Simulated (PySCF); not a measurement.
## XPS shifts beside NMR shieldings

Species: C5H11NOSi2.
Z-matrix (Å and degrees, PBE0-D3(BJ)/def2-SVP geometry), rows numbered from 1:
```
C 
Si  1  1.8857
Si  2  2.3445  1  109.00
N   3  1.7301  2  109.46  1  -177.29
C   3  1.8685  2  108.40  1   -56.30
C   5  1.3735  3  132.41  2   120.11
C   6  1.4268  5  107.11  3  -177.09
C   7  1.3647  6  105.44  5     0.10
O   8  1.3418  7  110.69  6     0.09
H   1  1.1005  2  111.26  3   177.29
H   1  1.1008  2  110.54  3   -62.38
H   1  1.1008  2  110.26  3    56.99
H   2  1.4980  1  110.48  3  -120.17
H   2  1.5011  1  110.20  3   121.64
H   3  1.5058  2  109.39  1    54.94
H   4  1.0139  3  120.76  2   177.77
H   4  1.0130  3  120.00  2   -35.87
H   6  1.0884  5  125.62  3     3.20
H   7  1.0879  6  127.89  5  -179.67
H   8  1.0876  7  133.00  6  -179.85
```

Binding energies: delta-SCF UKS SCAN, pcX-2 on the ionised atom, pcseg-1 elsewhere, spin-free X2C (PySCF). Shieldings: GIAO PBE0/pcSseg-1, non-relativistic, same geometry.

| atom | isotropic shielding (ppm) |
| --- | --- |
| C1 | 196.1 |
| C5 | 25.2 |
| C6 | 53.9 |
| C7 | 69.2 |
| C8 | 31.3 |

Q: What are the C 1s binding energies of these atoms?

A: 
```json
{"atom": "C1", "environment": "Si-methyl carbon", "C 1s (eV)": "290.02", "isotropic shielding (ppm)": "196.1"}
{"atom": "C6", "environment": "aromatic CH carbon", "C 1s (eV)": "290.11", "isotropic shielding (ppm)": "53.9"}
{"atom": "C7", "environment": "aromatic CH carbon", "C 1s (eV)": "290.26", "isotropic shielding (ppm)": "69.2"}
{"atom": "C5", "environment": "substituted aromatic carbon", "C 1s (eV)": "290.74", "isotropic shielding (ppm)": "25.2"}
{"atom": "C8", "environment": "aromatic CH next to a ring oxygen", "C 1s (eV)": "291.35", "isotropic shielding (ppm)": "31.3"}
```

Q: Among the listed atoms, is the one with the highest binding energy also the least shielded?

A: No. The highest binding energy is at C8 (291.35 eV, shielding 31.3 ppm), the lowest shielding at C5 (25.2 ppm, 290.74 eV).

By binding energy: C1 < C6 < C7 < C5 < C8. By shielding: C5 < C8 < C6 < C7 < C1.

Geometry: PBE0-D3(BJ)/def2-SVP, one conformer, isolated molecule.
